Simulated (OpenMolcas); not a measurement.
## Ionisation energies of indium

```yaml
Program: OpenMolcas
Basis: ANO-RCC-VDZP [6s5p3d1f]
Scalar_Hamiltonian: DKH2, point nucleus
Spin-orbit_coupling: RASSI with atomic mean-field integrals over the reference wave functions, term energies averaged over their components
```

Active shells in each charge state: the valence s, p shells, with orbitals averaged over the low states. Where CASPT2's correlated closed shells are named, they are those of the first ion.

A. CASSCF
B. SS-CASPT2, IPEA 0.25 Eh, imaginary shift 0.1 Eh (closed shells correlated: 4d)
C. SS-CASPT2, IPEA 0.25 Eh, imaginary shift 0.1 Eh (closed shells correlated: 4s 4p 4d)
D. SS-CASPT2, IPEA 0 Eh, imaginary shift 0.1 Eh (closed shells correlated: 4d)
E. SS-CASPT2, IPEA 0.25 Eh, imaginary shift 0.1 Eh (closed shells correlated: none)

Energies in eV between the lowest computed levels (charge -1 gives the electron affinity), named as in B; reference values from the NIST Atomic Spectra Database with their kind.

```json
{"From": "In- 5s² 5p² ³P₀", "To": "In 5s² 5p ²P°_1/2", "A": "-0.800", "B": "-0.610", "C": "-0.609", "D": "-0.593", "E": "-0.677", "Spin-orbit share in B": "-0.050", "Reference": ""}
{"From": "In 5s² 5p ²P°_1/2", "To": "In+ 5s² ¹S₀", "A": "4.925", "B": "5.431", "C": "5.440", "D": "5.460", "E": "5.221", "Spin-orbit share in B": "+0.172", "Reference": "5.786 (measured)"}
{"From": "In+ 5s² ¹S₀", "To": "In2+ 5s ²S_1/2", "A": "17.905", "B": "18.529", "C": "18.597", "D": "18.528", "E": "17.937", "Spin-orbit share in B": "+0.000", "Reference": "18.870 (measured)"}
{"From": "In2+ 5s ²S_1/2", "To": "In3+ 4d¹⁰ ¹S₀", "A": "26.609", "B": "27.674", "C": "27.780", "D": "27.717", "E": "26.609", "Spin-orbit share in B": "+0.000", "Reference": "28.044 (measured)"}
```

Error against the reference values, in %:

```json
{"From": "In", "Reference": "measured", "A": "-14.9", "B": "-6.1", "C": "-6.0", "D": "-5.6", "E": "-9.8"}
{"From": "In+", "Reference": "measured", "A": "-5.1", "B": "-1.8", "C": "-1.4", "D": "-1.8", "E": "-4.9"}
{"From": "In2+", "Reference": "measured", "A": "-5.1", "B": "-1.3", "C": "-0.9", "D": "-1.2", "E": "-5.1"}
```

Mean absolute error over the 3 measured values: A 1.09 eV, B 0.36 eV, C 0.29 eV, D 0.33 eV, E 0.98 eV.

No diffuse functions were added, so the electron affinity comes out too small, and without dynamic correlation a bound anion can come out unbound.

° marks odd parity.
